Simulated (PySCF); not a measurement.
Isomers of C6H6O3S, mass 158.004 u with the commonest isotopes. Level of theory: PBE0/pcSseg-1 in PySCF (dipole) on a GFN2-xTB geometry, gas phase. One conformer each, none proved a minimum here; rigid rotors.

**Question.** Order these by rotational constant C, largest first.
A. `[O:1]=[S:2](=[O:3])([OH:4])[C@@:5]12[CH:6]=[CH:7][C@H:8]3[C@@H:9]1[C@@H:10]23` with O1–S2–O4–H -4°, O1–S2–C5–C6 33°
B. `[O:1]=[S:2](=[O:3])([OH:4])[c:5]1[cH:6][cH:7][cH:8][cH:9][cH:10]1` with O1–S2–O4–H -4°, O1–S2–C5–C6 164°
C. `[O:1]=[S:2](=[O:3])([OH:4])[CH:5]=[C:6]1[CH:7]=[CH:8][CH:9]=[CH:10]1` with O1–S2–O4–H 133°, O1–S2–C5–C6 50°

**Answer.** A (898.6 MHz), B (737.0 MHz), C (676.2 MHz).

**Question.** Order these by rotational constant A, largest first.
A. `[O:1]=[S:2](=[O:3])([OH:4])[CH:5]=[C:6]1[CH:7]=[CH:8][CH:9]=[CH:10]1` with O1–S2–O4–H 133°, O1–S2–C5–C6 50°
B. `[O:1]=[S:2](=[O:3])([OH:4])[C@@:5]12[CH:6]=[CH:7][C@H:8]3[C@@H:9]1[C@@H:10]23` with O1–S2–O4–H -4°, O1–S2–C5–C6 33°
C. `[O:1]=[S:2](=[O:3])([OH:4])[c:5]1[cH:6][cH:7][cH:8][cH:9][cH:10]1` with O1–S2–O4–H -4°, O1–S2–C5–C6 164°

**Answer.** A (3109 MHz), C (2672 MHz), B (2618 MHz).

**Question.** Order these by rotational constant B, smallest first.
A. `[O:1]=[S:2](=[O:3])([OH:4])[CH:5]=[C:6]1[CH:7]=[CH:8][CH:9]=[CH:10]1` with O1–S2–O4–H 133°, O1–S2–C5–C6 50°
B. `[O:1]=[S:2](=[O:3])([OH:4])[c:5]1[cH:6][cH:7][cH:8][cH:9][cH:10]1` with O1–S2–O4–H -4°, O1–S2–C5–C6 164°
C. `[O:1]=[S:2](=[O:3])([OH:4])[C@@:5]12[CH:6]=[CH:7][C@H:8]3[C@@H:9]1[C@@H:10]23` with O1–S2–O4–H -4°, O1–S2–C5–C6 33°

**Answer.** A (731.9 MHz), B (841.2 MHz), C (1001 MHz).

```tsv
SMILES	point group	Ia (u·Å²)	Ib (u·Å²)	Ic (u·Å²)	κ	μa (D)	μb (D)	μc (D)
O=S(=O)(O)c1ccccc1	–	189.11	600.78	685.72	-0.89	3.71	1.05	2.06
O=S(=O)(O)[C@@]12C=C[C@H]3[C@@H]1[C@H]32	C1	193.06	504.69	562.38	-0.88	3.17	0.75	1.75
O=S(=O)(O)C=C1C=CC=C1	C1	162.55	690.47	747.42	-0.95	2.78	1.33	2.41
```
